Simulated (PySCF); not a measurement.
## Removal energies of Cu⁺ from EOM-IP-GCCSD

Reference: closed-shell Cu⁺, [Ar] 3d10; one electron is removed. Calculated with PySCF 2.14, two-component X2C-1e with screened spin-orbit coupling, x2c-TZVPPall-2c with one added diffuse shell each of s, p, d, f type (7s8p5d3f1g, 86 functions); frozen 1s2; of the others 108 kept and the rest restored at second order. No Breit or QED terms. Binding energies in eV.

```csv
level,Koopmans,second order,EOM-CCSD
3d3/2,22.098,14.271,19.605
3d5/2,21.738,14.127,19.335
```

In EOM-CCSD the overlap with the one-orbital guess is low for 3d3/2 (weight 0.85), 3d5/2 (weight 0.61). That can mean mixing with two-hole, one-particle states, where second order and EOM-CCSD lose accuracy, or only a rotation among the degenerate components of the shell; the terms of those configurations are not listed.

For comparison, the ionisation energy of Cu⁺ is 20.292 eV (measured; NIST Atomic Spectra Database, ionization energies).

Only part of the computed levels is shown.

Gaps of this size point to the basis (7s8p5d3f1g), which has few functions of high l to correlate and polarise the inner shells.

Where second order misses EOM-CCSD by more than 1 eV, it overshoots the relaxation and correlation of that hole or particle, which higher orders damp.
